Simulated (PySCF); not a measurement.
A structure optimised at B3LYP-D3(BJ)/def2-SVP, used in a PySCF frequency run:

```xyz
7

F      0.0000    -1.7169     0.0000
Se     0.0000     0.0000     0.0000
F      1.7169     0.0000     0.0000
F      0.0000     0.0000     1.7169
F     -1.7169     0.0000     0.0000
F      0.0000     0.0000    -1.7169
F      0.0000     1.7169     0.0000
```
Charge 0, spin multiplicity 1.

Problem. Write its SMILES, formula and point group.

Solution. F[Se](F)(F)(F)(F)F, F6Se, Oh

Problem. What are its rotational constants (standard atomic weights)?

Solution. 2.2560, 2.2560, 2.2560 GHz
